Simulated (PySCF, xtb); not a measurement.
SiHFClBr, SMILES F[SiH](Cl)Br.

Harmonic wavenumbers (cm⁻¹) from GFN2-xTB (xtb) at its own minimum, in rising order: 126, 175, 222, 431, 556, 639, 667, 848, 2450.

### Question
What does B3LYP-D3(BJ)/def2-SVP (PySCF 2.14.0) give at its own minimum? (Estimate from the structure and the level; the computed values follow.)

### Answer
149, 214, 277, 439, 579, 801, 823, 925, 2318. Paired by order, the mean absolute difference is 75 cm⁻¹ and the zero-point energies are 8.7 and 9.3 kcal/mol.
